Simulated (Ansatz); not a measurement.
P₃IrH₉Cl⁺, that is IrCl(PH3)3 with one electron fewer, relaxed as a doublet with UKS PBE-D4/def2-SVP in Ansatz, starting from the PBE-D4/def2-SVP geometry of the neutral singlet. Force threshold 0.02 eV/Å.

In the def2 sets Ir takes a core potential; there is no spin–orbit coupling.

Start:

```xyz
14

Ir   -0.091   -0.442    0.067
Cl   -0.567   -2.755    0.457
P    -1.800   -0.544   -1.441
H    -2.207    0.601   -2.209
H    -3.089   -0.937   -0.960
H    -1.688   -1.483   -2.516
P     0.356    1.696   -0.285
H     0.344    2.644    0.803
H    -0.460    2.469   -1.185
H     1.628    2.112   -0.825
P     1.531   -0.737    1.656
H     2.543   -1.713    1.385
H     1.109   -1.228    2.933
H     2.391    0.316    2.120
```

Task: Estimate the energy that the relaxation releases and the steps that it takes.

Result: 0.33 eV, in 22 steps; 65 s on 4 threads of Arm Neoverse V1 on a shared host. No frequencies were taken in this run, so the end may be a saddle point.

Task: Does the start keep its bonding and symmetry?

Result: By distances, no bond broke or formed. The bond that changes most is Ir1–P7, from 2.21 to 2.29 Å (atoms count from 1).

Task: Predict the relaxed structure.

Result: 
```xyz
14

Ir   -0.101   -0.512    0.076
Cl   -1.187   -2.292    1.084
P    -1.783   -0.582   -1.560
H    -2.415    0.622   -2.002
H    -2.908   -1.391   -1.224
H    -1.400   -1.141   -2.819
P     0.437    1.672   -0.356
H     0.946    2.446    0.731
H    -0.614    2.527   -0.811
H     1.433    1.954   -1.349
P     1.555   -0.752    1.722
H     2.801   -1.295    1.280
H     1.216   -1.646    2.779
H     2.021    0.388    2.448
```
Bond lengths: 3 × Ir–P 2.29 to 2.35 Å; 1 × Cl–Ir 2.32 Å; 9 × H–P 1.43 Å.
